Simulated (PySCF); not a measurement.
**Simulated absorption spectrum**

Compound: C3H11AsOSi.
Geometry (PBE0-D3(BJ)/def2-SVP, Å), atoms numbered from 1 in this order:
```xyz
17
C3H11AsOSi angstrom
C     -0.4683    1.5814    0.5101
C     -0.3126    0.2222   -0.1487
C     -1.6328   -0.3588   -0.6142
O      0.2677   -0.6853    0.7762
Si     1.8680   -1.1384    0.7411
As     3.2796    0.7355    1.1201
H     -0.9180    2.3080   -0.1833
H     -1.1140    1.4953    1.3973
H      0.5048    1.9777    0.8381
H      0.3516    0.3308   -1.0318
H     -2.1237    0.3065   -1.3401
H     -2.3048   -0.4969    0.2467
H     -1.4763   -1.3392   -1.0870
H      2.0584   -2.1063    1.8564
H      2.1897   -1.7949   -0.5669
H      4.5179   -0.1087    0.8239
H      3.1706    1.1785   -0.3373
```

Method: TDDFT B3LYP/def2-SVPD, vertical, gas phase, core orbitals frozen in the response in PySCF 2.14.0, density-fitted response routines. The B3LYP/def2-SVPD calculation is non-relativistic and has no spin–orbit coupling, an omission that weighs most on arsenic.

Computed states:

| state | E (eV) | f |
| --- | --- | --- |
| S1 | 5.93 | 0.012 |
| S2 | 6.02 | 0.0083 |
| S3 | 6.36 | 0.0070 |
| S4 | 6.60 | 0.313 |
| S5 | 6.98 | 0.045 |
| S6 | 7.12 | 0.022 |
| S7 | 7.22 | 0.0055 |
| S8 | 7.30 | 0.0063 |
| S9 | 7.33 | 0.032 |
| S10 | 7.40 | 0.0087 |

Broadening: Gaussians 0.5 eV wide at half height, area fixed by f = 4.319×10⁻⁹ ∫ε dν̃. The width is an assumption, not a result. The curve ends short of the highest state used, and states not computed would add to its high-energy end.

Question: What does the envelope look like, and where are its maxima?

Answer: 
```json
{"E (eV)": "5.18", "ε (L mol⁻¹ cm⁻¹)": "1"}
{"E (eV)": "5.23", "ε (L mol⁻¹ cm⁻¹)": "3"}
{"E (eV)": "5.29", "ε (L mol⁻¹ cm⁻¹)": "8"}
{"E (eV)": "5.35", "ε (L mol⁻¹ cm⁻¹)": "19"}
{"E (eV)": "5.40", "ε (L mol⁻¹ cm⁻¹)": "35"}
{"E (eV)": "5.46", "ε (L mol⁻¹ cm⁻¹)": "70"}
{"E (eV)": "5.51", "ε (L mol⁻¹ cm⁻¹)": "117"}
{"E (eV)": "5.57", "ε (L mol⁻¹ cm⁻¹)": "202"}
{"E (eV)": "5.63", "ε (L mol⁻¹ cm⁻¹)": "323"}
{"E (eV)": "5.68", "ε (L mol⁻¹ cm⁻¹)": "451"}
{"E (eV)": "5.74", "ε (L mol⁻¹ cm⁻¹)": "630"}
{"E (eV)": "5.79", "ε (L mol⁻¹ cm⁻¹)": "791"}
{"E (eV)": "5.85", "ε (L mol⁻¹ cm⁻¹)": "982"}
{"E (eV)": "5.91", "ε (L mol⁻¹ cm⁻¹)": "1167"}
{"E (eV)": "5.96", "ε (L mol⁻¹ cm⁻¹)": "1327"}
{"E (eV)": "6.02", "ε (L mol⁻¹ cm⁻¹)": "1575"}
{"E (eV)": "6.07", "ε (L mol⁻¹ cm⁻¹)": "1898"}
{"E (eV)": "6.13", "ε (L mol⁻¹ cm⁻¹)": "2549"}
{"E (eV)": "6.19", "ε (L mol⁻¹ cm⁻¹)": "3638"}
{"E (eV)": "6.24", "ε (L mol⁻¹ cm⁻¹)": "4972"}
{"E (eV)": "6.30", "ε (L mol⁻¹ cm⁻¹)": "7118"}
{"E (eV)": "6.35", "ε (L mol⁻¹ cm⁻¹)": "9285"}
{"E (eV)": "6.41", "ε (L mol⁻¹ cm⁻¹)": "12094"}
{"E (eV)": "6.47", "ε (L mol⁻¹ cm⁻¹)": "14724"}
{"E (eV)": "6.52", "ε (L mol⁻¹ cm⁻¹)": "16431"}
{"E (eV)": "6.58", "ε (L mol⁻¹ cm⁻¹)": "17551"}
{"E (eV)": "6.63", "ε (L mol⁻¹ cm⁻¹)": "17577"}
{"E (eV)": "6.69", "ε (L mol⁻¹ cm⁻¹)": "16577"}
{"E (eV)": "6.75", "ε (L mol⁻¹ cm⁻¹)": "14750"}
{"E (eV)": "6.80", "ε (L mol⁻¹ cm⁻¹)": "12918"}
```

Maxima: 188 nm (6.61 eV), ε about 18000, made up of S4 (95%) (ε in L mol⁻¹ cm⁻¹; maxima over ε = 5, shares over 10%).

Question: On this curve, what absorbance would a 10⁻⁵ mol/L sample give at 193 nm over a 1 cm path?

Answer: 193 nm is 6.424 eV, where ε is about 13000 L mol⁻¹ cm⁻¹, so A = ε c l ≈ 0.13 (Beer–Lambert, with the gas-phase spectrum and the assumed width).

Question: Coming from long wavelengths, where does ε first pass 100 L mol⁻¹ cm⁻¹?

Answer: At about 226 nm (5.49 eV), 0.43 eV below S1.

Question: What would ε be at 6.61 eV, the highest of these maxima, with half the width (0.25 eV)?

Answer: About 33500 L mol⁻¹ cm⁻¹ against 17700, a factor of about 1.9; a lone state at its own centre would give exactly 2.

The vertical ionisation energy (ΔSCF) is 9.07 eV, 1.66 eV above S10.

Time: 3.1 min wall. Hardware: one thread, Arm Neoverse V1, no GPU, shared host.

One conformer stands for the species.
